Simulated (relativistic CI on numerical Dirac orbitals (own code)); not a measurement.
# Ni3+ in a cubic cluster: L2,3 absorption with charge transfer

Computed with a charge-transfer multiplet model of a cubic metal-ligand cluster with up to 2 ligand holes, Slater and spin-orbit integrals from Dirac-Coulomb-Breit ions, Slater integrals scaled by 0.9. The ground state mixes d7 with configurations of k ligand holes L, whose averages lie at kΔ + k(k − 1)U_dd/2; a core hole lowers each added d electron by U_cd. 20 K, Lorentzian 0.4 eV and Gaussian 0.3 eV FWHM.

Atomic integrals in eV (Slater integrals scaled, ζ unscaled), ground: F2dd 11.900, F4dd 7.429, zeta_d 0.089; with the core hole: F2dd 12.575, F4dd 7.855, zeta_d 0.114, zeta_core 11.406, F2cd 7.542, G1cd 5.754, G3cd 3.273.

Cluster parameters (eV): Δ = 2.5, U_dd = 6.9, 10Dq = 1.55, 10Dq(ligand) = 1.2, V(eg) = 1.25, V(t2g) = -0.63, final-state hopping factor = 1.

Weights, n_d and S are thermal averages at 20 K. Photon energies count from the first peak over 30 % of the highest in each spectrum, which can be another peak from case to case. The parameters are a model scan and need not match a compound or its usual spin state. Peaks in eV (height, largest 100): 0.0 (66), 1.7 (82), 2.5 (79), 3.8 (100), 6.4 (20), 20.0 (20), 20.8 (19), 21.5 (26).

Problem. Which parameters give this spectrum?
A. U_cd = 8.4 eV
B. U_cd = 7.2 eV
C. U_cd = 9.6 eV
D. U_cd = 6.6 eV
E. U_cd = 10.2 eV

Solution. A. U_cd = 8.4 eV; the ground state then has 7.13 d electrons and S = 1.50. The choice follows from running the model for each set and comparing peak positions and heights.
